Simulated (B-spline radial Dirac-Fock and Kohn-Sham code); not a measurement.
Pb 4p3/2: cross section and angular parameters

System: the Pb atom, [Xe] 4f14 5d10 6s2 6p2; threshold 643.5 eV (tabulated edge). Model: Dirac-Hartree-Slater photoionisation with a Latter tail; cross sections with all multipoles, angular parameters from the dipole term and its interference with E2. Program: a radial atomic solver.

For linearly polarised light dσ/dΩ = σ/(4π) [1 + β P₂(cos θ) + (δ + γ cos²θ) sin θ cos φ], with θ from the polarisation vector and φ the angle between the beam and the projection of the electron momentum on the plane normal to the polarisation.

```
hν (eV)  σ (kb)      β       γ      δ
    800     178  0.215  -0.084  0.126
    876     164  0.492   0.075  0.107
   1430    92.4  1.256   0.361  0.025
   3130    26.7  1.658  -0.002  0.001
   5350    9.50  1.744   0.001  0.010
   5360    9.47  1.744   0.002  0.010
   5790    8.06  1.748   0.038  0.012
   7730    4.33  1.752   0.255  0.018
 9251.7    2.89  1.744   0.452  0.022
  10500    2.15  1.733   0.617  0.025
  12000    1.56  1.719   0.814  0.029
  13700       ?      ?       ?      ?
  15000   0.902  1.684   1.182  0.037
```

Question: Give the values at 13700 eV.

Answer: σ = 1.13 kb, β = 1.700, γ = 1.027, δ = 0.034.

Values without a named source are computed, but for edge energies of neutral atoms, which are taken from tables.
